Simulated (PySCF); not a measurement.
## [Gd(NH2)4]− at several levels of theory

Computed with PySCF 2.14.0 (density fitting, no spin-orbit coupling) at the geometry relaxed with PBE:

```xyz
13
[Gd(NH2)4]− (singlet in the valence; each metal's 4f electrons, 7 of them, lie in its core potential, out of spins and levels)
Gd    0.0001    0.0000    0.0000
N     1.3734    1.3491    1.2329
H     2.2440    1.0167    1.6752
H     1.3494    2.3606    1.4219
N    -1.3732   -1.2329    1.3492
H    -1.3492   -1.4202    2.3612
H    -2.2445   -1.6745    1.0180
N     1.3734   -1.3491   -1.2329
H     1.3494   -2.3606   -1.4219
H     2.2440   -1.0167   -1.6752
N    -1.3732    1.2329   -1.3492
H    -2.2445    1.6745   -1.0180
H    -1.3492    1.4202   -2.3612
```

| level | basis | state | HOMO (eV) | gap (eV) | charge on Gd1 (e) | population of f-type functions on Gd1 (polarisation alone where 4f lies in the core) | dipole about the centre of mass (D) | largest force component (eV/Å) |
| --- | --- | --- | --- | --- | --- | --- | --- | --- |
| PBE | Gd lcecp-1-SVP with ECP53, N def2-SVP, H def2-SVP | singlet | 0.20 | 3.07 | 0.39 | 0.05 | 0.00 | 0.02 |
| TPSSh | the same | singlet | -0.39 | 4.09 | 0.64 | 0.05 | 0.00 | 0.19 |
| r2SCAN | the same | singlet | -0.08 | 3.84 | 0.61 | 0.05 | 0.00 | 0.29 |
| PBE0 | the same | singlet | -1.16 | 5.04 | 0.66 | 0.06 | 0.00 | 0.39 |
| PBE | Gd lcecp-1-TZVP with ECP53, N def2-TZVP, H def2-TZVP | singlet | -0.14 | 3.18 | 1.29 | 0.06 | 0.00 | 0.35 |

In the lcecp rows the 4f levels are missing from HOMO and gap, and the state counts the valence alone.

Charges are Mulliken's, which hang on the basis. The relaxation used the grid (50, 194), these runs (75, 302) or, all-electron (x2c bases, spin-free X2C Hamiltonian), (99, 590).

Problem. What does BP86 with Gd lcecp-1-SVP with ECP53, N def2-SVP, H def2-SVP give here?

Solution. state singlet, HOMO (eV) 0.09, gap (eV) 3.24, charge on Gd1 (e) 0.39, population of f-type functions on Gd1 (polarisation alone where 4f lies in the core) 0.05, dipole about the centre of mass (D) 0.00, largest force component (eV/Å) 0.07. Time: 9.2 s on 2 threads of Arm Neoverse V2, on a shared host, from an already converged density.

In the first row's basis the gap widens with exact exchange: 3.1 to 3.8 eV for PBE, BP86, r2SCAN (none); 4.1 to 5.0 eV for TPSSh, PBE0 (a fixed share).

An lcecp potential fixes the number of 4f electrons, so in runs with it no electron can move into or out of that shell.

The highest filled level of some runs lies above zero, as often for anions with such functionals and bases.
